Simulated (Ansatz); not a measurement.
Molecule: CH$_{5}$AlO, charge 0, multiplicity 1. 
Geometry from a B3LYP-D3(BJ)/def2-TZVP (Ansatz, an electronic-structure program) optimisation:
```
O
C 1 1.4073
H 2 1.0935 1 109.88
H 2 1.0935 3 108.06 1 -119.88
H 2 1.0962 3 108.27 4 -117.05
Al 1 1.6892 2 134.97 3 120.61
H 6 1.5710 1 116.27 2 180.00
H 6 1.5795 7 124.86 1 -180.00
```

Basis-set convergence of Hartree-Fock and CCSD(T) correlation energies (hartree) with Ansatz. Valence correlation only, unless marked. No spin-orbit coupling. Non-relativistic.

```csv
basis,functions,E(HF),"E(corr, CCSD(T))"
aug-cc-pV(D+d)Z,123,-357.60459,-0.47071
aug-cc-pV(T+d)Z,262,-357.64596,-0.55699
aug-cc-pV(Q+d)Z,479,-357.65626,-0.58359
```

Extrapolating the two largest sets (X = 3 and 4) as X^-3: E(corr) = (64·(-0.58359) - 27·(-0.55699))/37 = -0.6030 Eh, an estimate of the basis-set limit. The largest set recovers 96.8 % of it, the smallest 78.1 %.
